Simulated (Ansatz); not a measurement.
Basis-set extrapolation for C6H14F2Si (`CC(C)(C)C[Si](C)(F)F`) (PBE0-D4/def2-TZVP geometry, frozen core, the Gaussian-basis code of Ansatz). Multiplicity 1, RHF reference.

```csv
,def2-TZVPP,def2-QZVPP
HF,-723.537535,-723.567344
MP2 correlation,-1.678800,-1.802836
CCSD(T) correlation,-1.814844,not run
```

Energies in hartree. Use E(X) = E(∞) + A·exp(−7.88·√X) for Hartree–Fock and E(X) = E(∞) + B·X^(−2.97) for correlation, with X = 3 and 4, and add CCSD(T) minus MP2 of the smaller set to the MP2 limit.

Problem. What is the CCSD(T) energy at the basis-set limit?

Solution. HF limit: -723.567344 + (-0.029809) × 0.13774 = -723.57145. MP2 limit: -1.802836 + (-0.124036) × 0.74074 = -1.89471. Higher-order term: -1.814844 − (-1.678800) = -0.13604. Total: -725.60220 hartree, 156.8 kcal/mol below CCSD(T)/def2-TZVPP.
